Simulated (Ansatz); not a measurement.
## SiCl4 (silicon tetrachloride): methods side by side

SiCl4: 5 atoms, total charge 0, spin state singlet. SMILES: `Cl[Si](Cl)(Cl)Cl`. Geometry: relaxed at PBE0-D4/def2-TZVP.

| atom | x (Å) | y (Å) | z (Å) |
| --- | --- | --- | --- |
| Cl | -0.9626 | -0.0876 | 1.7623 |
| Si | 0.0100 | -0.0147 | -0.0083 |
| Cl | 1.6554 | -1.1859 | 0.0781 |
| Cl | -1.2121 | -0.6769 | -1.4761 |
| Cl | 0.5593 | 1.8914 | -0.3975 |

Quantity: the energy change with the Si2–Cl5 bond stretched from 2.021 to 4.447 Å, in eV. The values are calculated.

```json
{"level": "revPBE/cc-pVDZ (restricted)", "kind": "GGA", "program": "Ansatz", "value (eV)": "4.15", "CPU time (all runs)": "10 s"}
{"level": "r2SCAN/cc-pVDZ (restricted)", "kind": "meta-GGA", "program": "Ansatz", "value (eV)": "4.73", "CPU time (all runs)": "22 s"}
{"level": "B3LYP/cc-pVDZ (restricted)", "kind": "global hybrid", "program": "Ansatz", "value (eV)": "4.63", "CPU time (all runs)": "13 s"}
{"level": "HSE06/cc-pVDZ (restricted)", "kind": "range-separated hybrid", "program": "Ansatz", "value (eV)": "5.01", "CPU time (all runs)": "14 s"}
{"level": "PBE-QIDH/cc-pVDZ (restricted)", "kind": "double hybrid", "program": "Ansatz", "value (eV)": "5.41", "CPU time (all runs)": "21 s"}
{"level": "RPA@PBE0/cc-pVDZ (restricted)", "kind": "RPA", "program": "Ansatz", "value (eV)": "4.66", "CPU time (all runs)": "31 s"}
{"level": "MP2/cc-pVDZ (restricted)", "kind": "perturbation theory", "program": "Ansatz", "value (eV)": "5.29", "CPU time (all runs)": "15 s"}
{"level": "CCSD(T)/cc-pVDZ (restricted)", "kind": "coupled cluster or CI", "program": "Ansatz", "value (eV)": "3.46", "CPU time (all runs)": "25 s"}
{"level": "CCSD/cc-pVDZ (restricted)", "kind": "coupled cluster or CI", "program": "Ansatz", "value (eV)": "4.96", "CPU time (all runs)": "22 s"}
```

The first shape isn't each level's own minimum. The values span 3.46 to 5.41 eV. The coupled-cluster rows rest on a doubtful reference here (large T1 or Brueckner and Hartree–Fock orbitals at odds), and rows may lie in different states. CPU times are rough (shared hosts, several kinds of processor): they show what a rung costs within a factor of a few.
